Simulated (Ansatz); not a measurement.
Computed with Ansatz on PBE0-D4/def2-TZVP structures; ΔE is electronic, products minus reactants. CBS: MP2 limit from def2 TZ/QZ plus the TZ coupled-cluster correction, frozen cores. This one scheme is used for every species. Functionals use def2-TZVPP. B3LYP here is the variant with VWN-RPA as its local correlation; programs differ in this. HSE06 is defined as in plane-wave codes. Each species was taken in one conformer, which may not be the lowest.

Reaction (hydrogenolysis of the Si–N bond): `C=N[SiH](O)F` + H₂ → `O[SiH2]F` + `C=N`

```json
{"level": "LDA (SPW92)", "ΔE (kcal/mol)": "9.6", "difference from CCSD(T)/CBS": "1.0"}
{"level": "PBE-D4", "ΔE (kcal/mol)": "8.5", "difference from CCSD(T)/CBS": "-0.1"}
{"level": "BLYP-D4", "ΔE (kcal/mol)": "9.6", "difference from CCSD(T)/CBS": "1.0"}
{"level": "r2SCAN-D4", "ΔE (kcal/mol)": "10.0", "difference from CCSD(T)/CBS": "1.4"}
{"level": "B97M-V", "ΔE (kcal/mol)": "8.7", "difference from CCSD(T)/CBS": "0.1"}
{"level": "PBE0-D4", "ΔE (kcal/mol)": "8.3", "difference from CCSD(T)/CBS": "-0.3"}
{"level": "r2SCANh-D4", "ΔE (kcal/mol)": "9.9", "difference from CCSD(T)/CBS": "1.3"}
{"level": "r2SCAN0-D4", "ΔE (kcal/mol)": "9.6", "difference from CCSD(T)/CBS": "1.0"}
{"level": "BHLYP-D4", "ΔE (kcal/mol)": "8.9", "difference from CCSD(T)/CBS": "0.3"}
{"level": "CAM-B3LYP-D4", "ΔE (kcal/mol)": "8.7", "difference from CCSD(T)/CBS": "0.1"}
{"level": "ωB97X-V", "ΔE (kcal/mol)": "8.2", "difference from CCSD(T)/CBS": "-0.4"}
{"level": "ωB97M-V", "ΔE (kcal/mol)": "8.9", "difference from CCSD(T)/CBS": "0.3"}
{"level": "B2PLYP", "ΔE (kcal/mol)": "7.8", "difference from CCSD(T)/CBS": "-0.8"}
{"level": "PBE-QIDH", "ΔE (kcal/mol)": "8.3", "difference from CCSD(T)/CBS": "-0.3"}
{"level": "PBE", "ΔE (kcal/mol)": "7.0", "difference from CCSD(T)/CBS": "-1.6"}
{"level": "revPBE", "ΔE (kcal/mol)": "5.9", "difference from CCSD(T)/CBS": "-2.7"}
{"level": "BLYP", "ΔE (kcal/mol)": "6.4", "difference from CCSD(T)/CBS": "-2.2"}
{"level": "r2SCAN", "ΔE (kcal/mol)": "9.6", "difference from CCSD(T)/CBS": "1.0"}
{"level": "PBE0", "ΔE (kcal/mol)": "7.0", "difference from CCSD(T)/CBS": "-1.6"}
{"level": "B3LYP", "ΔE (kcal/mol)": "6.7", "difference from CCSD(T)/CBS": "-1.9"}
{"level": "r2SCANh", "ΔE (kcal/mol)": "9.4", "difference from CCSD(T)/CBS": "0.8"}
{"level": "HSE06", "ΔE (kcal/mol)": "7.0", "difference from CCSD(T)/CBS": "-1.6"}
{"level": "BHLYP", "ΔE (kcal/mol)": "7.0", "difference from CCSD(T)/CBS": "-1.6"}
{"level": "CAM-B3LYP", "ΔE (kcal/mol)": "7.3", "difference from CCSD(T)/CBS": "-1.3"}
{"level": "LC-ωPBE", "ΔE (kcal/mol)": "7.1", "difference from CCSD(T)/CBS": "-1.5"}
{"level": "RPA@PBE/def2-TZVPP", "ΔE (kcal/mol)": "6.6", "difference from CCSD(T)/CBS": "-2.0"}
{"level": "HF/def2-SVP", "ΔE (kcal/mol)": "3.6", "difference from CCSD(T)/CBS": "-5.0"}
{"level": "MP2/def2-SVP", "ΔE (kcal/mol)": "6.7", "difference from CCSD(T)/CBS": "-1.9"}
{"level": "CCSD/def2-SVP", "ΔE (kcal/mol)": "4.1", "difference from CCSD(T)/CBS": "-4.5"}
{"level": "CCSD(T)/def2-SVP", "ΔE (kcal/mol)": "4.7", "difference from CCSD(T)/CBS": "-3.9"}
{"level": "HF/def2-TZVPP", "ΔE (kcal/mol)": "5.5", "difference from CCSD(T)/CBS": "-3.1"}
{"level": "MP2/def2-TZVPP", "ΔE (kcal/mol)": "9.5", "difference from CCSD(T)/CBS": "0.9"}
{"level": "SCS-MP2/def2-TZVPP", "ΔE (kcal/mol)": "8.0", "difference from CCSD(T)/CBS": "-0.6"}
{"level": "CCSD/def2-TZVPP", "ΔE (kcal/mol)": "7.0", "difference from CCSD(T)/CBS": "-1.6"}
{"level": "CCSD(T)/def2-TZVPP", "ΔE (kcal/mol)": "7.8", "difference from CCSD(T)/CBS": "-0.8"}
{"level": "HF/def2-QZVPP", "ΔE (kcal/mol)": "5.7", "difference from CCSD(T)/CBS": "-2.9"}
{"level": "MP2/def2-QZVPP", "ΔE (kcal/mol)": "10.0", "difference from CCSD(T)/CBS": "1.4"}
{"level": "SCS-MP2/def2-QZVPP", "ΔE (kcal/mol)": "8.5", "difference from CCSD(T)/CBS": "-0.1"}
{"level": "HF/CBS(def2)", "ΔE (kcal/mol)": "5.7", "difference from CCSD(T)/CBS": "-2.9"}
{"level": "CCSD/CBS(def2)", "ΔE (kcal/mol)": "7.8", "difference from CCSD(T)/CBS": "-0.8"}
{"level": "CCSD(T)/CBS", "ΔE (kcal/mol)": "8.6", "difference from CCSD(T)/CBS": "0"}
```

Largest T1 diagnostic among the species: 0.013.

The D4 term adds +2.5 kcal/mol with B3LYP and +1.3 kcal/mol with PBE0; it sums over pairs of atoms, weighted by their polarisabilities, and B3LYP, whose exchange is more repulsive, gets the larger term. In def2-TZVPP, CCSD(T) changes the Hartree–Fock value by +2.3 kcal/mol (the triples alone add +0.8 kcal/mol) and MP2 by +4.0 kcal/mol.
